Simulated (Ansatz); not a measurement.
`O[SiH2]C#C[SiH2]O` + `CN[SiH2]O` → `CN([SiH2]O)[SiH2]O` + `C#C[SiH2]O`  (ligand exchange at the Si–C bond)

Gas-phase electronic energies from Ansatz, PBE0-D4/def2-TZVP geometries. CCSD(T)/CBS is the MP2 limit (def2-TZVPP, def2-QZVPP) plus CCSD(T) − MP2 in def2-TZVPP, frozen cores. DFT in def2-TZVPP. B3LYP here is the variant with VWN-RPA as its local correlation; programs differ in this. Each species was taken in one conformer, which may not be the lowest.

CCSD(T)/CBS gives -29.3 kJ/mol.

(1) Another level gave -25.9 kJ/mol. Which?
A. ωB97M-V/def2-TZVPP
B. B3LYP/def2-TZVPP
C. B2PLYP/def2-TZVPP
D. r2SCAN-D4/def2-TZVPP

Largest T1 diagnostic among the species: 0.012.

Answers

(1) D. r2SCAN-D4 -25.9, ωB97M-V -30.6, B3LYP -15.0, B2PLYP -21.4 kJ/mol.

From PBE to PBE0 (25 % exact exchange), in def2-TZVPP and without D4, ΔE moves by −4.1 kJ/mol. In def2-TZVPP, CCSD(T) changes the Hartree–Fock value by −11.8 kJ/mol (the triples alone add −1.1 kJ/mol) and MP2 by −11.5 kJ/mol.
